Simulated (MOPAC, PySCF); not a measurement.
C5H9B, SMILES `B/C=C(/C)C=C`, neutral singlet in the gas phase. 

Z-matrix (Å, degrees):
```
C
C 1 1.3546
H 2 1.0869 1 114.92
C 1 1.4624 2 122.11 3 -179.97
C 4 1.3280 1 124.91 2 179.97
H 4 1.0805 5 119.01 1 179.99
H 5 1.0813 4 120.78 6 0.03
H 5 1.0815 7 116.54 4 -179.96
C 1 1.4978 2 120.54 3 0.03
H 9 1.0870 1 110.93 2 0.16
H 9 1.0916 10 108.55 1 -122.05
H 9 1.0916 10 108.54 11 -115.95
B 2 1.5239 3 117.78 1 -179.92
H 13 1.1912 2 122.87 3 179.87
H 13 1.1925 14 117.67 6 -179.78
```
Charge 0, spin multiplicity 1.

All levels are single points at this geometry (CAM-B3LYP-D3(BJ)/def2-TZVP); Pople sets use spherical d functions. Orbital energies aren't observables, and empty levels follow the basis.

```tsv
level	HOMO (eV)	LUMO (eV)	gap (eV)	dipole (D)	vertical IE, Delta-SCF (eV)
CAM-B3LYP-D3(BJ)/def2-TZVP in PySCF	-8.40	-1.14	7.25	2.13	9.09
TPSSh-D3(BJ)/def2-TZVP in PySCF	-6.64	-2.58	4.06	2.25	8.96
B3LYP/6-31G* in PySCF	-6.71	-2.01	4.69	2.25	8.85
BP86/6-31G* in PySCF	-6.10	-2.85	3.25	2.40	–
HF/6-31G* in PySCF	-8.93	1.83	10.76	2.02	–
HF/STO-3G in PySCF	-7.35	4.78	12.14	1.67	–
AM1 in MOPAC	-9.49	-0.20	9.29	1.46	–
PM6 in MOPAC	-9.57	-0.63	8.95	2.04	–
PM7 in MOPAC	-9.61	-0.94	8.68	1.78	–
```
